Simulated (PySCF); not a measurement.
B(H)(NH2)(NMe2) (C2H9BN2), SMILES NBN(C)C.

The structure is a stationary point at r2SCAN-D4/def2-SVP. This is a generated structure with no PubChem entry under its InChIKey; it may be hypothetical. The values are those of a single conformer.

Two levels are set side by side: TDA-PBE/def2-SVPD (PySCF) and TDA-M06-2X/def2-SVPD (PySCF). Vertical, same geometry. The lowest singlet is HOMO→LUMO 100 % with PBE and HOMO→LUMO 94 % with the other functional; states are paired by order. Differences are taken from unrounded values.

```csv
quantity,TDA-M06-2X
lowest singlet excitation (eV),5.88
lowest triplet excitation (TDA) (eV),5.84
first bright state (f over 0.05) (eV),7.21
its oscillator strength,0.32
```

Problem. What does TDA-PBE give, and how far is it from TDA-M06-2X? (An estimate is asked for; the answer gives what the named calculation found.)

Solution. 
| quantity | TDA-PBE | TDA-PBE minus TDA-M06-2X |
|---|---|---|
| lowest singlet excitation (eV) | 4.88 | -0.99 |
| lowest triplet excitation (TDA) (eV) | 4.79 | -1.05 |
| first bright state (f over 0.05) (eV) | 6.45 | -0.76 |
| its oscillator strength | 0.31 | -0.02 |

Functionals without exact exchange tend to place singlet excitations lower, as here. Differences between two approximate levels are no errors against the true value.

Rough cost on one machine, each run with all the roots and properties that it gave: TDA-M06-2X against TDA-PBE about 7 times.
